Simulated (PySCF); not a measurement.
**Bond curve of RuF**

Set-up: Ru def2-TZVPPD with ECP28, F def2-TZVPPD; scalar-relativistic core potentials (PySCF 2.14). Energies in eV from Ru (4d7 5s1) + F in their ground configurations at the same level. All curves are PBE0. state 1: quartet, unpaired electrons σ ↑, π ↑, δ ↑, a mixture of terms (⟨Lz²⟩ = 4.6); state 2: quartet, unpaired electrons σ ↑, π ↑, δ ↑, a mixture of terms (⟨Lz²⟩ = 5.0), a second solution, started from another occupation; state 3: ⁴Δ (quartet), unpaired electrons π ↑↑, δ ↑, a second solution, started from another occupation; state 4: ⁶Δ (sextet), unpaired electrons σ ↑↑, π ↑↑, δ ↑, a second solution, started from another occupation.

| R (Å) | state 1 | state 2 | state 3 | state 4 |
| --- | --- | --- | --- | --- |
| 1.640 | -2.944 | -2.902 | -3.002 | -2.542 |
| 1.716 | -3.551 | -3.496 | -3.537 | -3.259 |
| 1.793 | -3.869 | -3.802 | -3.812 | -3.651 |
| 1.850 | -3.976 | -3.901 | -3.898 | -3.792 |
| 1.907 | -4.003 | -3.922 | -3.911 | -3.838 |
| 1.964 | -3.971 | -3.884 | -3.871 | -3.814 |
| 2.041 | -3.864 | -3.770 | -3.758 | -3.702 |
| 2.136 | -3.663 | -3.563 | -3.557 | -3.481 |
| 2.250 | -3.369 | -3.262 | -3.269 | -3.152 |
| 2.403 | -2.945 | -2.829 | -2.860 | -2.677 |

Question: Put a parabola through the three lowest points of the state 1 curve and estimate Re, k and ωe (reduced mass 16.01 u; 1 eV/Å² = 0.16022 mdyn/Å; ωe = 1302.8·√(k/μ) cm⁻¹).

Answer: Through R = 1.85, 1.907, 1.964 Å the second-order coefficient is 9.08 eV/Å², so Re ≈ 1.905 Å, k ≈ 2.91 mdyn/Å and ωe ≈ 555 cm⁻¹. A polynomial fit of higher order to the unrounded PBE0 energies gives Re = 1.902 Å, k = 2.95 mdyn/Å, ωe = 559 cm⁻¹; anharmonicity and rounding make the difference.

The higher-order fit for each curve: state 1: Re = 1.902 Å, ωe = 559 cm⁻¹, De = 4.00 eV; state 2: Re = 1.896 Å, ωe = 563 cm⁻¹, minimum 3.92 eV below the ground-state fragments; state 3: Re = 1.890 Å, ωe = 551 cm⁻¹, minimum 3.91 eV below the ground-state fragments; state 4: Re = 1.913 Å, ωe = 595 cm⁻¹, minimum 3.84 eV below the ground-state fragments.

The metal atom is held in its measured ground configuration; semilocal functionals can put another filling of s and d lower by some tenths of an eV, and De to that atom would be smaller. Spin–orbit coupling is left out, which matters for elements this heavy, above all for dissociation energies. The state is the lowest single determinant that the PBE0 search found; with open d or f shells the true ground state can be another one.
